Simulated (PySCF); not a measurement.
## Adding and removing an electron: KCd

UHF-MP2; PySCF, scalar-relativistic core potentials, basis sets K def2-SVP, Cd def2-SVP with ECP28. Neutral (UHF): doublet (σ ↑), Re = 4.375 Å, ωe = 23.8 cm⁻¹, De = 0.04 eV.

KCd⁺ (RHF): singlet (closed shell), Re = 3.692 Å, ωe = 71.3 cm⁻¹, De = 0.24 eV to K⁺ + Cd. The energies at the minima are -766.33532 hartree for KCd and -766.19184 for KCd⁺.

(1) Work out the adiabatic ionisation energy, without and with harmonic zero-point energies (1 hartree = 27.2114 eV, 1 eV = 8065.5 cm⁻¹), and the change of the bond length.

Correlated steps freeze 5 core orbitals. Weak bonds: KCd, KCd⁺. Basis-set superposition, not corrected here, can be much of De in a small basis, most of all at correlated wavefunction levels. For an ion De counts to the pair picked by the measured ionisation energies or electron affinities, which need not be the lowest pair at this level. States were picked by a PBE0 search and need not be the measured ground states.

Neutral and ion stand on different kinds of reference determinant, which adds to the error of the difference.

Results:

(1) At MP2: 0.14348 hartree = 3.904 eV between the minima; the zero-point term (71.3 − 23.8)/2 cm⁻¹ = +0.003 eV makes it 3.907 eV. Re changes by -68.3 pm against the neutral. The electron leaves a σ orbital, and the shorter bond of the ion fits an antibonding orbital, or a change in how ionic the bond is.
